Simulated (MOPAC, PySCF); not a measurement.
CH5NSi2, SMILES `[SiH2]=C/[SiH]=N\[H]` (N–Si–C–Si torsion 180°), neutral singlet in the gas phase. 

Cartesian coordinates (Å):
```xyz
9

N      2.6904     0.4165     0.0397
Si     1.1200     0.4009     0.3368
C     -0.2880    -0.3909    -0.4942
Si    -1.8988    -0.2310     0.0619
H      3.1005    -0.0773    -0.7423
H      0.6673     1.1677     1.5126
H     -0.1002    -0.9904    -1.3795
H     -3.0616    -0.8607    -0.5898
H     -2.2296     0.5652     1.2549
```
Charge 0, spin multiplicity 1.

All levels are single points at this geometry (B3LYP-D3(BJ)/def2-TZVP); Pople sets use spherical d functions. Orbital energies aren't observables, and empty levels follow the basis.

| level | HOMO (eV) | LUMO (eV) | gap (eV) | dipole (D) | vertical IE, Delta-SCF (eV) |
|---|---|---|---|---|---|
| B3LYP-D3(BJ)/def2-TZVP in PySCF | -6.52 | -2.56 | 3.96 | 5.16 | 8.50 |
| PBE-D3(BJ)/def2-TZVP in PySCF | -5.70 | -3.15 | 2.55 | 4.65 | 8.53 |
| M06-2X/6-31G* in PySCF | -7.63 | -1.37 | 6.26 | 4.99 | – |
| SVWN5/6-31G* in PySCF | -5.61 | -3.04 | 2.57 | 4.21 | 8.65 |
| HF/3-21G in PySCF | -8.66 | 1.03 | 9.69 | 5.19 | – |
| PM3 in MOPAC | -8.17 | -1.12 | 7.05 | 2.83 | – |
